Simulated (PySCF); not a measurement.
Compound: C7H11BO2.
Atom-mapped SMILES: `[CH:1]#[C:2][C@H:3]([CH2:4][CH:5]=[CH2:6])[CH2:7][B:8]([OH:9])[OH:10]` (hydrogens: H11 on C1; H12 on C3; H13, H14 on C4; H15 on C5; H16, H17 on C6; H18, H19 on C7; H20 on O9; H21 on O10)

Structure used (PBE0-D3(BJ)/def2-SVP), in Å, numbered top down from 1:
```
atom  x, y, z in Å
C1    -0.5346   -3.7360    0.3379
C2    -0.2959   -2.5502    0.4095
C3    -0.0241   -1.1148    0.4717
C4    -1.3554   -0.3306    0.4624
C5    -1.1783    1.1402    0.6571
C6    -1.4698    2.0739   -0.2509
C7     0.9133   -0.6674   -0.6593
B8     1.5426    0.7667   -0.4829
O9     1.7398    1.5321   -1.5966
O10    1.9548    1.1348    0.7697
H11   -0.7409   -4.7882    0.2798
H12    0.4811   -0.9155    1.4344
H13   -1.8739   -0.5277   -0.4900
H14   -1.9961   -0.7325    1.2655
H15   -0.7623    1.4505    1.6235
H16   -1.3205    3.1381   -0.0479
H17   -1.8711    1.8073   -1.2338
H18    1.7626   -1.3717   -0.7144
H19    0.3982   -0.7432   -1.6303
H20    2.1613    2.3818   -1.4374
H21    2.3595    2.0049    0.8299
```

Computed with PySCF at PBE0/pcSseg-1, non-relativistic, on one gas-phase PBE0-D3(BJ)/def2-SVP geometry that isn't relaxed in the solvent. The solvent is an IEF-PCM continuum (cavity from Bondi-type radii × 1.2). Only the electrostatic response of the medium enters.

Gas phase at PBE0/pcSseg-1: HOMO -7.28 eV, LUMO 0.17 eV, dipole 3.17 D.

Q: What does the continuum do to the energy, the frontier levels and the dipole at PBE0/pcSseg-1 in benzene and acetone?

A: 
```tsv
solvent	ε	E(solvent) − E(gas) (kcal/mol)	polarisation term (kcal/mol)	distortion of the solute (kcal/mol)	HOMO (eV)	LUMO (eV)	dipole (D)
benzene	2.271	-4.97	-5.21	0.24	-7.32	0.20	3.52
acetone	20.49	-10.92	-12.15	1.23	-7.37	0.19	3.95
```

The first energy column is the sum of the next two and covers electrostatics alone. From benzene to acetone the lowering changes by a factor 2.20, Onsager's factor (ε − 1)/(2ε + 1) by 2.02 and ε itself by 9.0.

Q: Which radius a makes the point-dipole formula ΔE = −[(ε − 1)/(2ε + 1)]·μ²/a³ give the value in acetone, with the gas-phase dipole?

A: μ = 1.246 au and |ΔE| = 0.01740 Eh give a = 1.83 Å; the farthest nucleus lies 4.85 Å from the centroid of the nuclei, so such a sphere wouldn't even hold the nuclei. The formula assumes a rigid point dipole at the centre of a sphere.

Q: Give the dipole vector in the frame of the coordinates (D, pointing from negative to positive charge), gas and acetone.

A: Gas (1.31, 2.86, 0.32), solvent (1.57, 3.60, 0.44). Its length changes by +25 % and its direction by 1°.

Q: Which Hirshfeld charges (PBE0/pcSseg-1) respond most in acetone (means over atoms taken as equivalent)?

A: 
```
  atoms                environment  gas (e)  solvent (e)  change
H20/H21          hydroxyl hydrogen   +0.174       +0.193  +0.019
     C1     terminal alkyne carbon   -0.136       -0.149  -0.013
 O9/O10         boron-bound oxygen   -0.253       -0.264  -0.011
    H11            alkyne hydrogen   +0.089       +0.099  +0.010
     C2              alkyne carbon   -0.035       -0.045  -0.010
    H16           vinylic hydrogen   +0.044       +0.050  +0.006
     C7  sp3 carbon bound to boron   -0.145       -0.149  -0.004
     C6       terminal =CH2 carbon   -0.099       -0.102  -0.003
```

Q: Which Mayer bond orders change most in acetone?

A: 
```json
{"bond": "C1–C2", "length (Å)": "1.212", "gas": "2.513", "solvent": "2.485", "change": "-0.028"}
{"bond": "O9–H20", "length (Å)": "0.962", "gas": "0.927", "solvent": "0.911", "change": "-0.016"}
{"bond": "O10–H21", "length (Å)": "0.961", "gas": "0.930", "solvent": "0.914", "change": "-0.016"}
{"bond": "B8–O10", "length (Å)": "1.369", "gas": "1.199", "solvent": "1.209", "change": "+0.010"}
{"bond": "C1–H11", "length (Å)": "1.074", "gas": "1.141", "solvent": "1.150", "change": "+0.009"}
{"bond": "B8–O9", "length (Å)": "1.366", "gas": "1.244", "solvent": "1.250", "change": "+0.006"}
{"bond": "C6–H16", "length (Å)": "1.094", "gas": "0.952", "solvent": "0.948", "change": "-0.004"}
{"bond": "C2–C3", "length (Å)": "1.462", "gas": "1.064", "solvent": "1.061", "change": "-0.003"}
```

Time: 43 s of wall time; peak memory 1.2 GiB. Hardware: one thread of an Arm Neoverse V2, shared host. This is the whole shielding run at PBE0/pcSseg-1 in acetone, SCF included.
